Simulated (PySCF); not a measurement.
## Ionising CsCl

RHF-CCSD(T); basis Cs def2-SVPD with ECP46, Cl def2-SVPD; scalar-relativistic core potentials; PySCF 2.14. Neutral (RHF): singlet (closed shell), Re = 3.054 Å, ωe = 199 cm⁻¹, De = 4.19 eV.

CsCl⁻ (UHF): doublet (σ ↑), Re = 3.208 Å, ωe = 153 cm⁻¹, De = 1.23 eV to Cs + Cl⁻. The energies at the minima are -479.51960 hartree for CsCl and -479.53726 for CsCl⁻.

Q: Work out the adiabatic electron affinity, without and with harmonic zero-point energies (1 hartree = 27.2114 eV, 1 eV = 8065.5 cm⁻¹), and the change of the bond length.

A: At CCSD(T): 0.01766 hartree = 0.481 eV between the minima; the zero-point term (199.0 − 153.0)/2 cm⁻¹ = +0.003 eV makes it 0.483 eV. Re changes by +15.4 pm against the neutral. The electron enters a σ orbital, and the longer bond of the ion fits an antibonding orbital, or a change in how ionic the bond is.

Correlated steps freeze 5 core orbitals. Correlated levels converge slowly with the basis: in double zeta they bind strong bonds too weakly, by up to about 1 eV, and carry superposition errors of some tenths. Spin–orbit coupling is left out, which matters for elements this heavy, above all for dissociation energies. For an ion De counts to the pair picked by the measured ionisation energies or electron affinities, which need not be the lowest pair at this level. Where the molecule has an RHF reference, its open-shell atoms are computed with UHF. States were picked by a PBE0 search and need not be the measured ground states.

Neutral and ion stand on different kinds of reference determinant, which adds to the error of the difference.
